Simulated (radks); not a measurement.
Values are calculated unless marked as measured or tabulated.
Ionisation of the gallium ion Ga+, [Ar] 3d10 4s2, to Ga2+, [Ar] 3d10 4s1, under several functionals. Scalar-relativistic Kohn-Sham, spin-polarised, spherical densities, point nucleus; open shells are filled with parallel spins first; a radial shooting solver on a logarithmic mesh with Libxc functionals.

HCTH/407: E(Ga+) (hartree) -1945.01198; Exc (hartree) -76.70724; IE (eV) 20.914; -e(HOMO) (eV) 16.321; <r> HOMO (bohr) 2.225; IE error (eV) +0.399
LDA (Slater exchange, Perdew-Wang correlation): E(Ga+) (hartree) -1940.90580; Exc (hartree) -72.41538; IE (eV) 21.170; -e(HOMO) (eV) 16.654; <r> HOMO (bohr) 2.203; IE error (eV) +0.655
exchange-only LDA: E(Ga+) (hartree) -1938.18847; Exc (hartree) -69.64493; IE (eV) 19.753; -e(HOMO) (eV) 15.446; <r> HOMO (bohr) 2.229; IE error (eV) -0.762
revPBE: E(Ga+) (hartree) -1943.88815; Exc (hartree) -75.45167; IE (eV) 20.618; -e(HOMO) (eV) 16.225; <r> HOMO (bohr) 2.220; IE error (eV) +0.103
RPBE: E(Ga+) (hartree) -1943.94911; Exc (hartree) -75.51390; IE (eV) 20.623; -e(HOMO) (eV) 16.195; <r> HOMO (bohr) 2.225; IE error (eV) +0.108

NIST Atomic Spectra Database: 20.515 eV (measured). Closest: revPBE. The Delta-SCF values span 1.42 eV, the total energies 6.82 hartree. The highest occupied level is 4s.
